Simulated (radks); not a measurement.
Rh XXXV, 11 electrons, occupied as [Ne] 3s1 (the NIST ground configuration). Method: scalar-relativistic Kohn-Sham, PBEsol, spin-unpolarised, spherical densities, finite nucleus; Fermi nuclear charge, rms radius 4.4945 fm; computed with a radial shooting solver on a logarithmic mesh with Libxc functionals.

Radial electron density D(r) = 4 pi r^2 rho(r):

```
   r/bohr * D(r) (the largest magnitude, 63.9, reaches the edge; | marks zero)
 0.001384 | *
 0.001547 | *
 0.001731 | *
 0.001921 |  *
 0.002148 |  *
 0.002384 |   *
 0.002666 |    *
 0.002982 |     *
 0.003309 |      *
 0.003701 |       *
  0.00414 |         *
 0.004593 |           *
 0.005138 |             *
 0.005747 |               *
 0.006377 |                  *
 0.007132 |                    *
 0.007914 |                       *
 0.008852 |                           *
 0.009901 |                              *
  0.01099 |                                 *
  0.01229 |                                     *
  0.01374 |                                        *
  0.01525 |                                           *
  0.01706 |                                             *
  0.01908 |                                               *
  0.02117 |                                                *
  0.02368 |                                                *
  0.02628 |                                               *
  0.02939 |                                             *
  0.03287 |                                           *
  0.03648 |                                         *
   0.0408 |                                       *
  0.04563 |                                      *
  0.05063 |                                      *
  0.05664 |                                       *
  0.06284 |                                          *
  0.07029 |                                             *
  0.07862 |                                                 *
  0.08724 |                                                    *
  0.09758 |                                                      *
   0.1091 |                                                     *
   0.1211 |                                                  *
   0.1355 |                                            *
   0.1515 |                                    *
   0.1681 |                            *
    0.188 |                    *
   0.2086 |             *
   0.2334 |         *
    0.261 |      *
   0.2896 |    *
    0.324 |   *
   0.3624 |  *
   0.4021 |  *
   0.4497 | *
    0.503 |*
   0.5582 *
   0.6243 *
   0.6927 *
   0.7748 *
   0.8667 *
   0.9616 *
```

D(r) has 2 maxima, at r = 0.0224, 0.0999 bohr, and minima at 0.0483 bohr, inside which lie 2.09 electrons.
